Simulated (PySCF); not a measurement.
# Sulfur: a sound run and one with changed settings

Sound run: S²⁺ [Ne] 3s2 3p2, S³⁺ [Ne] 3s2 3p1. All numbers are calculated (PySCF 2.14, scalar relativity by spin-free X2C-1e, in aug-cc-pVDZ-DK). In the sound run the correlated levels freeze [Ne]. The sound run starts from symmetry-adapted Hartree-Fock orbitals and uses a fine grid where one is needed.

Changed run: the non-relativistic Hamiltonian (point nucleus). This setting is unsound on purpose.

| species | method | sound run (hartree) | changed run (hartree) | converged |
| --- | --- | --- | --- | --- |
| S²⁺ | UHF | -397.40529 | -396.06713 | yes |
| S²⁺ | r2SCAN | -397.92104 | -396.58365 | yes |
| S²⁺ | TPSS | -397.97555 | -396.63816 | yes |
| S²⁺ | MP2 | -397.45833 | -396.12024 | yes |
| S²⁺ | CCSD(T) | -397.48063 | -396.14271 | yes |
| S³⁺ | UHF | -396.15056 | -394.81239 | yes |
| S³⁺ | r2SCAN | -396.63448 | -395.29698 | yes |
| S³⁺ | TPSS | -396.69347 | -395.35599 | yes |
| S³⁺ | MP2 | -396.19205 | -394.85397 | yes |
| S³⁺ | CCSD(T) | -396.21300 | -394.87513 | yes |

Ionisation energy of S²⁺:

```
 method  sound run (eV)  changed run (eV)
    UHF          34.143            34.143
 r2SCAN          35.009            35.012
   TPSS          34.887            34.890
    MP2          34.457            34.457
SCS-MP2          34.378            34.378
   CCSD          34.485            34.484
CCSD(T)          34.494            34.493
```

Most of the change in total energy is the relativistic energy itself. On top of that the contraction fixes the core shape for the Hamiltonian it was made with, so the changed run is not a good calculation with the other Hamiltonian either.

For comparison, NIST gives 34.86 ± 0.04 eV between the lowest levels.
